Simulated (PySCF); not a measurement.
**Basis and Hamiltonian dependence of the excitation energy of As²⁺**

As²⁺ [Ar] 3d10 4s2 4p1 (2P) → As²⁺ [Ar] 3d10 4s1 4p2, s spin flipped. All values are computed (PySCF 2.14, energy differences of UHF-based or UKS calculations, no spin-orbit coupling). Values in eV.

```
                                                            basis       Hamiltonian  functions     UHF  r2SCAN    PBE0  MP2 (valence)
                                                      def2-TZVPPD  non-relativistic         54  11.519  10.430  10.520         10.768
                                                       cc-pVQZ-DK     spin-free X2C         68  12.017  10.993  11.075         11.266
                                                       dyall-av2z  non-relativistic         92  11.555  10.502  10.574         10.856
                                                   aug-cc-pVQZ-DK     spin-free X2C         93  12.017  10.993  11.075         11.265
x2c-QZVPPall with one added diffuse shell each of s, p, d, f type     spin-free X2C        113  12.019  10.998  11.078         11.268
```

Frozen in the all-electron rows: valence: [Ar] 3d10.

In the upper determinant the s electron has its spin opposite to the other open shell, which mixes two multiplicities. Non-relativistic rows lack the scalar-relativistic shift.
